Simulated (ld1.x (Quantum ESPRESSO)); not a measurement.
tin: one change to a TM potential, before and after

* Element: tin (Sn)
* Generator: ld1.x (Quantum ESPRESSO) 7.5
* Type: norm-conserving Troullier–Martins (Kleinman–Bylander form)
* Functional: PBE
* Relativity: scalar-relativistic
* Frozen core: [Kr] 4d10
* Valence charge: 4
* Reference configuration: 5s2 5p2
* Partial waves: 5s (bound): rc 1.70 bohr; 5p (bound): rc 2.10 bohr
* Local potential: all-electron potential smoothed inside 1.70 bohr (lloc = -1)
* Core correction: Bessel-smoothed model core inside 1.30 bohr

Change: all radii but the core radius scaled by about 0.93 (s 1.58, p 1.96 bohr); local potential all-electron potential smoothed inside 1.58 bohr (lloc = -1).

Cutoffs: the cutoffs (Ry, on a coarse ladder) from which the occupation-weighted sum of valence levels, in a spherical-Bessel basis at the reference potential, stays within 10 and 1 mRy of its value at 400 Ry; they do not see the model core or the augmentation charge, which bear on the density cutoff. Errors are all-electron minus pseudo energies relative to the spin-unpolarised reference configuration.

**Question.** How do hardness, ghosts and transferability respond?

**Answer.** The potential gets harder (25 Ry and 55 Ry → 35 Ry and 90 Ry); both files keep a bound ghost (d, s); of the 7 tests that both files solve, the error grows in 0 and shrinks in 3 by more than 15 % and 0.3 meV (median size 15.5 → 12.7 meV). A smaller radius makes the pseudo-wave follow the all-electron one further in, where it bends more sharply, so more plane waves are needed. Less of the atom is replaced, so other configurations are described better.

| quantity | base | changed |
| --- | --- | --- |
| cutoff, loose | 25 Ry | 35 Ry |
| cutoff, tight | 55 Ry | 90 Ry |
| loose cutoff by channel (10 mRy a level) | s 21 Ry, p 6 Ry | s 30 Ry, p 6 Ry |
| bound ghosts | s, d | s, d |
| error for 5s2 5p1, meV [ΔE 6.87 eV] | -8.1 | -6.0 |
| error for 5s2 5p0, meV [ΔE 20.83 eV] | -75 | -73 |
| error for 5s1 5p0, meV [ΔE 51.80 eV] | -372 | -375 |
| error for 5s1 5p2, meV [ΔE 14.52 eV] | -32 | -19 |
| error for 5s2 5p2.3, meV [ΔE -0.85 eV] | +0.2 | +0.3 |
| error for 5s1 5p3, meV [ΔE 6.98 eV] | -15 | -13 |
| error for 5s2 5p1.5, meV [ΔE 2.62 eV] | -1.4 | -1.0 |

 A true bound ghost makes a file unfit for plane-wave use even where its test errors are small: the radial tests pick states by their node count and pass the ghost by.
